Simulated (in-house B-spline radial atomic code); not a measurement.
Values are calculated unless marked as measured or tabulated.
# Fe in an electron gas of r_s = 3: phase shifts, screening, friction and resistivity

A nucleus sits in a uniform electron gas with a rigid positive background. The Kohn-Sham equations are solved self-consistently in the spin-unpolarised LDA (PW92), non-relativistic, on B-splines with outgoing waves at the boundary and partial waves to l = 8. The model has no lattice, no bands and no magnetic solution. Atomic units; δ_l are the phase shifts at the Fermi level, counted so that each bound state adds π, and good to about 0.0005. A narrow, partly filled d or f resonance in a thin gas would split by spin, so such rows rest on a solution that is probably unstable.

The density parameter is r_s = 3 bohr, near that of the valence electrons of Ag (1 per atom, density 10.5 g/cm³, mass 107.87 u, which gives r_s = 3.02).

```json
{"l": "0", "δ_l (rad)": "9.5741"}
{"l": "1", "δ_l (rad)": "6.3897"}
{"l": "2", "δ_l (rad)": "2.4477"}
{"l": "3", "δ_l (rad)": "-0.0187"}
{"l": "4", "δ_l (rad)": "-0.0015"}
{"l": "5", "δ_l (rad)": "-0.0004"}
{"l": "6", "δ_l (rad)": "-0.0002"}
{"l": "7", "δ_l (rad)": "-0.0003"}
{"l": "8", "δ_l (rad)": "-0.0002"}
```

Bound levels below the band bottom (hartree): s -253.7, s -29.01, p -24.99, s -2.826, p -1.658.

Task: Check the Friedel sum rule, and say where the screening charge sits.

Result: k_F = (9π/4)^(1/3)/r_s = 0.63972. The rule is Z = (2/π) Σ (2l + 1) δ_l. The terms are s 6.095, p 12.203, d 7.791, f -0.083 and -0.018 beyond, in all 25.988 against Z = 26. Bound states hold 6 s, 12 p, 0 d electrons, so the scattering states carry 7.99 in all.

Task: Find the transport cross section and the electronic stopping of a 2 keV Fe ion (mass 55.84 u).

Result: σ_tr = (4π/k_F²) Σ (l + 1) sin²(δ_l − δ_(l+1)). The terms for l = 0 to 3 are 0.0018, 1.0300, 1.1721, 0.0012, all together 2.2051, so σ_tr = 30.707 × 2.2051 = 67.711 bohr². With n = 3/(4π r_s³) = 0.008842, the friction coefficient is Q = n k_F σ_tr = 0.3830. For v well below v_F = 0.640, dE/dx = Q v; with 24801 eV per u at v = 1, v = √(2000/(24801 × 55.84)) = 0.0380, so dE/dx = 0.01455 hartree/bohr = 7.48 eV/nm. The largest term couples the d and f waves.

Task: What residual resistivity would 1 atomic per cent of such centres give in Ag?

Result: Δρ = k_F n_i σ_tr/n in atomic units of 21.74 μΩ·cm. With one host atom per 1 electron, n_i/n = 0.01/1, so Δρ = 0.6397 × 0.01000 × 67.711 × 21.74 = 9.42 μΩ·cm. This is an atom added to the gas, as on an interstitial site.

Task: On a substitutional site the background of one host ion, a sphere holding 1 charge, is taken out. The phase shifts for l = 0 to 4 become 9.3814, 6.2352, 2.2729, -0.0235, -0.0023. What follows?

Result: The Friedel sum is now 24.99, for Z − 1 = 25. The sum in σ_tr is 2.7514, so σ_tr = 84.48 bohr² and Δρ = 11.75 μΩ·cm per atomic per cent, 1.25 times the value above. A real host ion scatters too, so this model doesn't give zero even for the host's own atom.
